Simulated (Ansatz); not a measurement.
`C[BH-](C)[NH2+][SiH3]`, relaxed with RKS PBE-D4/def2-SVP in Ansatz 0.2.0 from a rough embedded geometry. The force threshold is 0.03 eV/Å; the program also tests the step.

Charge 0, multiplicity 1.

Start:

```xyz
17

C    -1.425    0.757   -0.317
B    -0.295   -0.323   -0.401
C    -0.998   -1.744   -0.271
N     0.731   -0.206    0.664
Si    1.897    1.165    0.377
H    -0.987    1.827   -0.551
H    -2.235    0.607   -1.070
H    -1.887    0.835    0.671
H     0.266   -0.257   -1.504
H    -1.738   -1.888   -1.101
H    -1.457   -1.879    0.697
H    -0.223   -2.576   -0.443
H     1.314   -0.989    0.826
H     0.313    0.049    1.638
H     1.226    2.454    0.431
H     2.993    1.180    1.345
H     2.504    0.988   -0.989
```

```csv
step,energy (eV),largest force (eV/Å),largest move (Å)
1,-12297.6085,4.866,0.000
2,-12298.2682,2.409,0.143
3,-12298.4191,0.545,0.078
4,-12298.4368,0.672,0.194
5,-12298.4572,0.219,0.069
6,-12298.4685,0.112,0.200
7,-12298.4757,0.217,0.195
8,-12298.4837,0.152,0.045
9,-12298.5022,0.205,0.196
10,-12298.5060,0.191,0.112
11,-12298.5092,0.103,0.043
12,-12298.5103,0.064,0.032
13,-12298.5106,0.075,0.013
14,-12298.5110,0.021,0.019
```

End:

```xyz
17

C    -1.565    0.851   -0.107
B    -0.394   -0.227   -0.394
C    -0.850   -1.777   -0.446
N     0.723   -0.066    0.861
Si    1.992    1.042    0.158
H    -1.211    1.902   -0.005
H    -2.292    0.855   -0.947
H    -2.151    0.609    0.810
H     0.306    0.094   -1.386
H    -1.537   -1.947   -1.302
H    -1.407   -2.092    0.466
H    -0.006   -2.491   -0.584
H     1.117   -0.991    1.090
H     0.269    0.282    1.719
H     1.324    2.244   -0.419
H     2.885    1.472    1.297
H     2.796    0.238   -0.810
```

It took 23 s on 4 threads of an Arm Neoverse V2 on a shared host, with 0.19 GiB of host memory at the peak.
